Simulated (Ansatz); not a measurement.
Relaxation of AlFH₆OSi (10 atoms, charge 0, multiplicity 1), to a largest force component of 0.03 eV/Å in at most 50 steps.

Theory: RKS PBE0-D4/6-31G* in Ansatz.

```xyz
10
Properties=species:S:1:pos:R:3:forces:R:3
Si -0.279 -0.149 -0.445 -0.69 -0.10 -0.09
H -0.212 0.831 2.038 1.39 0.20 0.58
F 0.730 -1.041 0.427 0.04 -0.04 0.04
H 0.183 1.257 -0.416 0.00 -0.02 0.00
H -0.254 -0.694 -1.828 0.00 0.00 0.00
O -1.818 -0.254 0.156 0.59 -0.05 -0.43
Al -3.225 -1.225 0.022 -0.04 -0.01 -0.02
H -3.179 -2.498 -0.926 0.00 0.00 0.00
H -4.489 -0.755 0.851 0.00 -0.01 0.01
H -0.903 0.790 1.886 -1.30 0.03 -0.11
```

Where does it end, and by what steps?

The forces met the threshold. The force dipped under the threshold on the way, but the program's further checks kept it going. After 19 steps the energy has fallen by 0.195 eV; H2 moved furthest, 1.15 Å.

```csv
step,energy less start (eV),largest force component (eV/Å),accepted
0,0.0000,1.395,yes
1,-0.1125,0.434,yes
2,-0.1548,0.229,yes
3,-0.1725,0.076,yes
4,-0.1697,0.284,no
5,-0.1771,0.028,yes
6,-0.1798,0.129,yes
7,-0.1499,0.933,no
8,-0.1825,0.023,yes
9,-0.1839,0.125,yes
10,-0.1853,0.233,yes
11,-0.1865,0.174,yes
12,-0.1870,0.147,yes
13,-0.1894,0.018,yes
14,-0.1895,0.237,yes
15,-0.1920,0.081,yes
16,-0.1932,0.097,yes
17,-0.1935,0.192,yes
18,-0.1940,0.114,yes
19,-0.1953,0.013,yes
```

```xyz
10
Properties=species:S:1:pos:R:3
Si -0.167 -0.316 -0.715
H -0.896 1.435 2.732
F 0.713 -1.574 -0.234
H 0.504 0.918 -0.241
H -0.245 -0.370 -2.198
O -1.655 -0.408 -0.059
Al -3.130 -1.269 0.091
H -3.368 -2.521 -0.855
H -4.165 -0.728 1.160
H -1.037 1.097 2.085
```

Whether the end is a true minimum wasn't checked by a vibrational analysis.

Run time: 64 s on 1 thread of Arm Neoverse V2, with other jobs on the host, peak memory 0.16 GiB.
